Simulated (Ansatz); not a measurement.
Computed with Ansatz on PBE0-D4/def2-TZVP structures; ΔE is electronic, products minus reactants. CCSD(T)/CBS is the MP2 limit (def2-TZVPP, def2-QZVPP) plus CCSD(T) − MP2 in def2-TZVPP, frozen cores. This one scheme is used for every species. Functionals use def2-TZVPP. For Ge outer-core shells are correlated without core-valence functions, which leaves a few kJ/mol of doubt a bond. Scalar relativity is left out up to krypton. One conformer a species, not always the lowest.

Consider the ligand exchange at a Ge–C bond: `[CH3][GeH]([NH2])[CH]=O` + HCl → `[CH3][GeH]([NH2])[Cl]` + `C=O`.

```tsv
level	ΔE (kJ/mol)
ωB97X-V	-116.8
SCS-MP2/def2-QZVPP	-119.9
```

**Question.** What does CCSD(T)/CBS give? (An estimate is asked.)

**Answer.** Ansatz gave: -114.2 kJ/mol. The listed levels differ from it by -2.6, -5.7 kJ/mol.

Largest T1 diagnostic among the species: 0.015.

From PBE to PBE0 (25 % exact exchange), in def2-TZVPP and without D4, ΔE moves by −7.1 kJ/mol. In def2-TZVPP, CCSD(T) changes the Hartree–Fock value by +23.1 kJ/mol (the triples alone add +2.3 kJ/mol) and MP2 by +17.4 kJ/mol.
